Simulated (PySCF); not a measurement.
Compound: C6H11B3.
SMILES with atom numbers: `[CH3:1][B:2]([CH3:3])[B:4]1[CH:5]=[CH:6][BH:7][CH:8]=[CH:9]1` (hydrogens: H10, H11, H12 on C1; H13, H14, H15 on C3; H16 on C5; H17 on C6; H18 on B7; H19 on C8; H20 on C9)

All values: PBE0/pcSseg-1 and PBE0/def2-SVPD (PySCF, non-relativistic), on one gas-phase PBE0-D3(BJ)/def2-SVP geometry that isn't relaxed in the solvent. The solvent is an IEF-PCM continuum (van der Waals radii × 1.2). Only the electrostatic response of the medium enters.

Gas phase at PBE0/pcSseg-1: HOMO -7.30 eV, LUMO -2.81 eV, dipole 1.77 D.

Question: What does the continuum do to the energy, the frontier levels and the dipole at PBE0/pcSseg-1 in benzene and dichloromethane?

Answer: 
| solvent | ε | E(solvent) − E(gas) (kcal/mol) | polarisation term (kcal/mol) | distortion of the solute (kcal/mol) | HOMO (eV) | LUMO (eV) | dipole (D) |
| --- | --- | --- | --- | --- | --- | --- | --- |
| benzene | 2.271 | -0.98 | -1.04 | 0.06 | -7.27 | -2.79 | 2.09 |
| dichloromethane | 8.93 | -1.94 | -2.20 | 0.26 | -7.24 | -2.80 | 2.42 |

Polarisation term: ½ Σ q·V over the induced surface charges. Distortion: the rise of the solute's own energy as its density leaves the gas-phase optimum. From benzene to dichloromethane the lowering changes by a factor 1.98, Onsager's factor (ε − 1)/(2ε + 1) by 1.83 and ε itself by 3.9.

Question: Which radius a makes the point-dipole formula ΔE = −[(ε − 1)/(2ε + 1)]·μ²/a³ give the value in dichloromethane, with the gas-phase dipole?

Answer: μ = 0.697 au and |ΔE| = 0.00309 Eh give a = 2.14 Å; the farthest nucleus lies 4.05 Å from the centroid of the nuclei, so such a sphere wouldn't even hold the nuclei. The formula assumes a rigid point dipole at the centre of a sphere.

Question: Which Hirshfeld charges (PBE0/pcSseg-1) respond most in benzene (means over atoms taken as equivalent)?

Answer: 
```csv
atoms,environment,gas (e),solvent (e),change
B7,ring boron,+0.133,+0.129,-0.004
C6/C8,unsaturated ring CH carbon,-0.105,-0.109,-0.004
H18,B–H hydrogen,-0.070,-0.073,-0.003
H16/H20,vinylic hydrogen,+0.044,+0.047,+0.003
B2,three-coordinate boron,+0.146,+0.148,+0.002
B4,ring boron,+0.114,+0.116,+0.002
H10 (×6),methyl hydrogen,+0.044,+0.045,+0.001
C5/C9,unsaturated ring CH carbon,-0.085,-0.085,0.000
```

Gas phase at PBE0/def2-SVPD: HOMO -7.30 eV, LUMO -2.80 eV, dipole 1.78 D.

Question: What does the continuum do to the energy, the frontier levels and the dipole at PBE0/def2-SVPD in benzene?

Answer: 
```json
{"solvent": "benzene", "ε": "2.271", "E(solvent) − E(gas) (kcal/mol)": "-0.98", "polarisation term (kcal/mol)": "-1.04", "distortion of the solute (kcal/mol)": "0.06", "HOMO (eV)": "-7.25", "LUMO (eV)": "-2.78", "dipole (D)": "2.10"}
```

The atom shares or the degeneracy of the HOMO differ from the gas phase in benzene, so that column needn't follow one orbital.

Question: How does the static polarisability (PBE0/def2-SVPD, frozen core, with the continuum's full static response) change?

Answer: 
```csv
medium,isotropic (au),principal values (au),⟨r²⟩ of the electrons (bohr²)
gas,115.6,"88.4, 103.2, 155.1",1397.6
benzene,133.8,"100.6, 119.1, 181.7",1397.7
```

The isotropic value in benzene is 1.16 times the gas-phase one; no cavity-field correction is applied. ⟨r²⟩ is taken about the centre of nuclear charge.

Conformer computed: `[CH3:1][B:2]([CH3:3])[B:4]1[CH:5]=[CH:6][BH:7][CH:8]=[CH:9]1`: C1–B2–B4–C5 -78°.
